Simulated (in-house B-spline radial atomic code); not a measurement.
The numbers below are computed, except where a source is named.
# Ghost states of the separable form: Cl

Cl, [Ne] 3s2 3p5, non-relativistic PBE, spherical and spin-unpolarised, from a B-spline radial code for spherical atoms (atomic units; all potentials screened as in the neutral atom).

Troullier-Martins channels: 3s (ε = -0.7544, r_c = 1.062 bohr), 3p (ε = -0.3164, r_c = 1.174 bohr). In the Kleinman-Bylander form one channel serves as the local potential, and each other channel l becomes |δV u><u δV|/<u|δV|u>, with δV = V_l − V_local and u the pseudo-orbital. Its strength is E_KB = <u|δV²|u>/<u|δV|u>. By the analysis of Gonze, Stumpf and Scheffler a spurious state lies below the reference level ε if E_KB > 0 and ε is above the second level of the local potential alone, or if E_KB < 0 and ε is above its first. The table's levels are those of angular momentum l in a sphere of 9 bohr, whose wall can lift a shallow ε a little above its free-atom value.

| local | channel | <u δV u> | <u δV² u> | ε | first local level | second local level |
| --- | --- | --- | --- | --- | --- | --- |
| p | s | 0.2289 | 1.0397 | -0.7544 | -1.4182 | -0.0661 |
| s | p | -0.15822 | 0.70483 | -0.3164 | -0.2323 | 0.0980 |

Q: Apply the rule to each row.

A: Local p, channel s: E_KB = +4.54, so ε = -0.7544 is set against -0.0661: no ghost. Local s, channel p: E_KB = -4.45, so ε = -0.3164 is set against -0.2323: no ghost.

Diagonalising the separable Hamiltonian gives:

| local | channel | three lowest levels | all-electron, two lowest valence levels |
| --- | --- | --- | --- |
| p | s | -0.7544, 0.0145, 0.2804 | -0.7544, 0.0148 |
| s | p | -0.3164, 0.0839, 0.3734 | -0.3164, 0.0840 |

Q: Which choices of local channel are safe?

A: All are free of ghosts. Among the safe choices the second level, which tests transfer, is off by at most 0.1 millihartree (s local), 0.3 millihartree (p local).
